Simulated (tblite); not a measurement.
Species: C6H12NO (doublet state).
Cartesian coordinates in Å at the GFN2-xTB level; atoms count from 1:
```
atom  x, y, z in Å
C1     2.290    0.381    0.218
C2     0.850    0.258   -0.271
C3     0.368   -1.192   -0.203
C4    -1.087   -1.295   -0.679
N5    -1.925   -0.406    0.080
O6    -2.769   -0.852    0.924
C7    -1.536    0.978    0.073
C8    -0.091    1.129    0.565
H9     2.372    0.054    1.252
H10    2.952   -0.233   -0.389
H11    2.627    1.413    0.155
H12    0.805    0.594   -1.313
H13    0.430   -1.547    0.827
H14    0.995   -1.834   -0.825
H15   -1.145   -1.014   -1.738
H16   -1.468   -2.309   -0.552
H17   -1.612    1.360   -0.953
H18   -2.227    1.527    0.715
H19    0.202    2.178    0.503
H20   -0.037    0.820    1.611
```

Level: GFN2-xTB in tblite, geometry and Hessian alike; calculated harmonic values, unscaled, isolated species. Against measured fundamentals such values can be off by several per cent, at times by over 20. One conformer, not necessarily the lowest. Open shells enter through the occupations alone, without spin polarisation, and single modes of such species can be off by tens of per cent.

Harmonic wavenumbers (cm⁻¹): 59.0, 172.9, 187.7, 218.3, 299.0, 353.3, 377.1, 441.4, 453.6, 475.1, 582.9, 810.6, 826.0, 849.7, 941.0, 974.1, 976.0, 981.9, 1028.3, 1038.5, 1107.2, 1117.6, 1127.0, 1130.2, 1196.7, 1205.7, 1237.7, 1240.7, 1290.0, 1298.3, 1302.1, 1313.6, 1347.6, 1352.7, 1416.6, 1441.5, 1450.0, 1474.0, 1476.3, 1488.8, 1500.5, 1501.4, 2901.4, 2903.7, 2919.7, 2981.9, 2985.5, 2991.4, 2992.5, 3005.3, 3006.7, 3034.7, 3036.0, 3042.3.

A = 3986, B = 1504, C = 1243 MHz; mass 114.092 u (most abundant isotopes); point group Cs, symmetry number 1; spin multiplicity 2.

Zero-point energy?

½Σν̃ = 38432 cm⁻¹ = 459.75 kJ/mol.

What is S at 500 K and 1 bar for an ideal gas of classical rigid rotors and harmonic oscillators?

Translation 178.68, rotation 124.26, vibration 155.74, spin (R ln 2) 5.76: S = 464.4 J/(mol K).

And Cp and H(500 K) − H(0)?

Cp = 223.54 J/(mol K), of which vibrations give 190.28 (their classical limit is 54 R = 449.0); H(500 K) − H(0) = 60.49 kJ/mol without the zero-point energy, 43.86 from vibrations.

Blend soft modes into free rotors: weight 1/[1 + (100 cm⁻¹/ν̃)⁴] for the oscillator and the rest for a rotor with moment μB/(μ + B), μ = h/(8π²ν), B = 10⁻⁴⁴ kg m². What vibrational entropy results?

149.25 J/(mol K) in place of 155.74, which changes −T·S at 500 K by +3.24 kJ/mol.

How do the functions run with temperature in this model?

```csv
T (K),S (J/(mol K)),Cp (J/(mol K)),H − H(0) (kJ/mol),G − H(0) (kJ/mol),ln q(vib)
50,237.7,43.2,1.85,-10.03,0.22
100,272.9,61.0,4.44,-22.85,0.79
298.15,372.4,137.4,23.82,-87.22,4.13
373.15,406.9,170.9,35.38,-116.45,5.58
750,570.6,299.7,126.59,-301.36,13.58
1000,664.1,349.5,208.16,-455.96,18.94
```

q(vib) and H(0) count from the zero-point level.

What must be added to the electronic energy to get the Gibbs energy at 500 K and 1 bar?

ZPE + [H(500 K) − H(0)] − T·S = 459.75 + 60.49 − 232.22 = 288.02 kJ/mol.

Which modes carry the vibrational entropy at 500 K?

59.0 cm⁻¹: 23.07; 172.9 cm⁻¹: 14.20; 187.7 cm⁻¹: 13.54; 218.3 cm⁻¹: 12.32; 299.0 cm⁻¹: 9.82; 353.3 cm⁻¹: 8.53 J/(mol K); the other 48 give 74.27 together.

Hindered rotation and anharmonicity are outside this model. Other conformers, if any are populated, would add a mixing term that is left out.

Time: 1.0 s wall. Hardware: one thread, Arm Neoverse N1 (aarch64), shared host. This covers the Hessian and the dipole derivatives.
